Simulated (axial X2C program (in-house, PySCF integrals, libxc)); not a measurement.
## AlTe: properties at the nuclei

Computed with an axial X2C code built on PySCF integrals: two-component X2C with atomic mean-field Coulomb and Gaunt terms, Gaussian nuclei, basis Te dyall-cv3z, Al dyall-v3z with contracted cores.

R = 2.403 Å (near the PBE0 minimum at charge 0 of the determinant lowest at the starting distance; the state shown can have its own minimum elsewhere).

Determinant lowest in the PBE0 search, Ω = 1/2 (⟨Sz⟩ = 0.44, ⟨Lz⟩ = 0.06 at PBE0), spin on the atoms Te 0.16, Al 0.28:

```json
{"level": "PBE0", "Eeff magnitude (GV/cm)": "0.152", "Ws magnitude Te (kHz)": "0.405", "Ws magnitude Al (kHz)": "0.115", "A∥/gI Te (MHz)": "-26.3", "qzz Te (a.u.)": "5.27", "A∥/gI Al (MHz)": "415", "qzz Al (a.u.)": "-0.57", "μ (D)": "2.81"}
{"level": "HF", "Eeff magnitude (GV/cm)": "1.07", "Ws magnitude Te (kHz)": "1.66", "Ws magnitude Al (kHz)": "0.169", "A∥/gI Te (MHz)": "-321", "qzz Te (a.u.)": "5.09", "A∥/gI Al (MHz)": "244", "qzz Al (a.u.)": "-0.73", "μ (D)": "3.25"}
{"level": "PBE", "Eeff magnitude (GV/cm)": "0.11", "Ws magnitude Te (kHz)": "0.327", "Ws magnitude Al (kHz)": "0.105", "A∥/gI Te (MHz)": "89", "qzz Te (a.u.)": "5.01", "A∥/gI Al (MHz)": "457", "qzz Al (a.u.)": "-0.51", "μ (D)": "2.50"}
{"level": "PBE50", "Eeff magnitude (GV/cm)": "0.288", "Ws magnitude Te (kHz)": "0.599", "Ws magnitude Al (kHz)": "0.127", "A∥/gI Te (MHz)": "-124", "qzz Te (a.u.)": "5.45", "A∥/gI Al (MHz)": "373", "qzz Al (a.u.)": "-0.63", "μ (D)": "3.08"}
{"level": "LDA", "Eeff magnitude (GV/cm)": "0.0756", "Ws magnitude Te (kHz)": "0.283", "Ws magnitude Al (kHz)": "0.103", "A∥/gI Te (MHz)": "166", "qzz Te (a.u.)": "4.93", "A∥/gI Al (MHz)": "518", "qzz Al (a.u.)": "-0.51", "μ (D)": "2.58"}
```

Determinant 0.44 eV from it at PBE0 and this distance, Ω = 3/2 (⟨Sz⟩ = 0.50, ⟨Lz⟩ = 1.00 at PBE0), spin on the atoms Te 0.47, Al 0.03:

```
level  Eeff magnitude (GV/cm)  Ws magnitude Te (kHz)  A∥/gI Te (MHz)  qzz Te (a.u.)  A∥/gI Al (MHz)  qzz Al (a.u.)  μ (D)
 PBE0                     0.6                  0.178             468          -4.78            9.51          -1.10  -0.06
   HF                    1.53                  0.541             445          -4.83            11.5          -1.19   0.03
  PBE                   0.476                  0.131             475          -4.84            10.4          -1.07  -0.14
PBE50                   0.738                  0.231             466          -4.74             8.8          -1.13  -0.01
  LDA                   0.423                  0.108             523          -4.98            11.1          -1.07   0.02
```

Eeff is the effective electric field on the electron electric dipole moment in this Ω state and Ws the scalar–pseudoscalar constant of the nucleus named (defined with the proton number Z and per Ω); A∥ (defined per Ω) follows by multiplying with gI = μI/(I μN); qzz is the electric field gradient, eQq0 = 234.96 MHz × Q/barn × qzz; μ is positive if the Al end (last atom) is positive. The operators were transformed with the bare-nucleus X2C matrices; with these basis sets, hyperfine constants and field gradients can be off by tens of per cent, and where levels differ in sign neither size nor sign is settled.

(1) With Q(27Al) = 0.1466 barn (Q from Pyykkö, Mol. Phys. 2018), turn the PBE0 values of the first state into constants in MHz.

Each state is one determinant with collinear spin. Unrestricted Hartree–Fock can overshoot spin polarisation at the nuclei. Where Eeff spreads by more than a factor of two the levels disagree and none is to be relied on. States lie within half an eV, so the first need not be the ground state. The sign of Ws at Al differs between levels in the second state. Where a field gradient or hyperfine factor spreads by more than a factor of two over the levels, a constant derived from it is not to be relied on. PBE0 term energies can be off by some tenths of an eV.

Results:

(1) eQq0(27Al) = 234.96 × (0.1466) × (-0.57) = -19.6 MHz.
